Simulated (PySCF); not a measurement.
Gallium: highly charged ions in a basis for the neutral atom

Ga¹⁴⁺ [Ne] 3s2 3p5, Ga¹⁵⁺ [Ne] 3s2 3p4. Calculation: PySCF 2.14, in def2-SVP (5s4p3d, 32 functions); no relativity, point nucleus. No spin-orbit coupling, so a gap to NIST mixes the basis error with missing relativistic terms.

Changed run: basis of the neutral atom used for a highly charged ion. This setting is unsound on purpose.

| species | method | sound run (hartree) | changed run (hartree) | converged |
| --- | --- | --- | --- | --- |
| Ga¹⁴⁺ | UHF | not run | -1827.96268 | yes |
| Ga¹⁴⁺ | B3LYP | not run | -1828.66900 | yes |
| Ga¹⁴⁺ | LDA | not run | -1825.50023 | yes |
| Ga¹⁵⁺ | UHF | not run | -1809.23768 | yes |
| Ga¹⁵⁺ | B3LYP | not run | -1809.87259 | yes |
| Ga¹⁵⁺ | LDA | not run | -1806.70306 | yes |

Ionisation energy of Ga¹⁴⁺:

| method | changed run (eV) | NIST (eV) |
| --- | --- | --- |
| UHF | 509.53 | 508.8 ± 0.4 |
| B3LYP | 511.48 | 508.8 ± 0.4 |
| LDA | 511.50 | 508.8 ± 0.4 |

The contracted functions were made for the neutral atom and can be too rigid for a highly charged ion.
